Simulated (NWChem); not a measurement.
Molecule: C3H6O2; SMILES C1COCO1

```xyz
11

C      0.7379     0.1947    -0.9457
C     -0.7379    -0.1947    -0.9457
O     -1.1385     0.1540     0.3770
C      0.0000     0.0000     1.2073
O      1.1385    -0.1540     0.3770
H      0.8661     1.2723    -1.1297
H      1.3543    -0.3699    -1.6503
H     -0.8661    -1.2723    -1.1297
H     -1.3543     0.3699    -1.6503
H      0.0780     0.8968     1.8392
H     -0.0780    -0.8968     1.8392
```
Atoms are numbered in this order, from 1.

Results from NWChem. Pople sets run with spherical d functions. Coordinates come from a B3LYP/6-31G* (spherical d) optimisation. Level: B3LYP/6-31G* with SMD (1 M gas to 1 M solution), gas-phase geometry.

For solvent water:

```
Item                                         Value
-------------------------------------------  -----
cavity-dispersion-structure term (kcal/mol)    2.6
dipole in solution (D)                        1.58
```

**Question.** How do the values read with solvent toluene instead?

**Answer.** cavity-dispersion-structure term (kcal/mol): -1.3
dipole in solution (D): 1.34
